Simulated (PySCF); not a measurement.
Computed IR spectrum (relative IR intensity) of a molecule F2H6O2Si3. Geometry optimised at PBE-D3(BJ)/def2-SVP. One conformer was computed; it need not be the lowest. Computed with PBE-D3(BJ)/def2-SVP in PySCF 2.14.0. Frequencies are harmonic and unscaled.

| ν (cm⁻¹) | relative intensity |
|---|---|
| 323 | 7.3 |
| 352 | 6.0 |
| 363 | 4.6 |
| 700 | 11 |
| 711 | 6.9 |
| 727 | 17 |
| 874 | 15 |
| 912 | 17 |
| 915 | 23 |
| 933 | 100 |
| 955 | 30 |
| 966 | 27 |
| 1086 | 65 |
| 1088 | 63 |
| 2175 | 8.5 |
| 2177 | 11 |
| 2183 | 12 |
| 2186 | 24 |
| 2203 | 17 |
| 2206 | 17 |

Problem. Which structure fits?
A) F[SiH](F)O[SiH2]O[SiH3]
B) F[SiH2]O[SiH2]O[SiH2]F
C) F[Si](F)(O[SiH3])O[SiH3]

Solution. C, F[Si](F)(O[SiH3])O[SiH3]
